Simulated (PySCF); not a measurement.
Electronic structure of S (sulfur, neutral) at the UHF level

Configuration: [Ne] 3s2 3p4, high-spin 3P determinant. All numbers are calculated (PySCF 2.14, the non-relativistic Hamiltonian (point nucleus), in cc-pV(T+d)Z (5s4p3d1f, 39 functions)).

| Quantity | Value |
| --- | --- |
| Total energy | -397.509375 hartree |
| One-electron energy | -549.4097 hartree |
| Hartree (Coulomb) energy | 176.9358 hartree |
| Exchange energy | -25.0355 hartree |
| Kinetic energy | 397.51427 hartree |
| ⟨S²⟩ | 2.0120 |
| ⟨L²⟩ | 2.044 |
| Sum of ⟨r⟩ | 15.46 bohr |
| Sum of ⟨r²⟩ | 29.01 bohr² |
| Traceless quadrupole moment −½Σ⟨3z² − r²⟩ along its main axis | -2.19 e·bohr² |
| Density at the nucleus (Gaussians lack the cusp) | 2630 bohr⁻³ |
| Spin density at the nucleus | 0.133 bohr⁻³ |
| Langevin diamagnetic susceptibility | -23.0 ×10⁻⁶ cm³/mol |
| Time after the integrals | 0.19 s of wall time on 1 thread of Intel(R) Xeon(R) Platinum 8375C CPU @ 2.90GHz (shared host) |

```json
{"shell": "1s α", "electrons": "1", "mean orbital energy (hartree)": "-92.01050", "spread (hartree)": "0", "rms radius, mean of both spins (bohr)": "0.113"}
{"shell": "1s β", "electrons": "1", "mean orbital energy (hartree)": "-91.99292", "spread (hartree)": "0", "rms radius, mean of both spins (bohr)": "0.113"}
{"shell": "2s α", "electrons": "1", "mean orbital energy (hartree)": "-9.01092", "spread (hartree)": "0", "rms radius, mean of both spins (bohr)": "0.518"}
{"shell": "2s β", "electrons": "1", "mean orbital energy (hartree)": "-8.99232", "spread (hartree)": "0", "rms radius, mean of both spins (bohr)": "0.518"}
{"shell": "2p α", "electrons": "3", "mean orbital energy (hartree)": "-6.69637", "spread (hartree)": "0.02057", "rms radius, mean of both spins (bohr)": "0.492"}
{"shell": "2p β", "electrons": "3", "mean orbital energy (hartree)": "-6.66288", "spread (hartree)": "0.01538", "rms radius, mean of both spins (bohr)": "0.492"}
{"shell": "3s α", "electrons": "1", "mean orbital energy (hartree)": "-0.98822", "spread (hartree)": "0", "rms radius, mean of both spins (bohr)": "1.86"}
{"shell": "3s β", "electrons": "1", "mean orbital energy (hartree)": "-0.77312", "spread (hartree)": "0", "rms radius, mean of both spins (bohr)": "1.86"}
{"shell": "3p α", "electrons": "3", "mean orbital energy (hartree)": "-0.46164", "spread (hartree)": "0.07113", "rms radius, mean of both spins (bohr)": "2.24"}
{"shell": "3p β", "electrons": "1", "mean orbital energy (hartree)": "-0.37837", "spread (hartree)": "0", "rms radius, mean of both spins (bohr)": "2.24"}
```
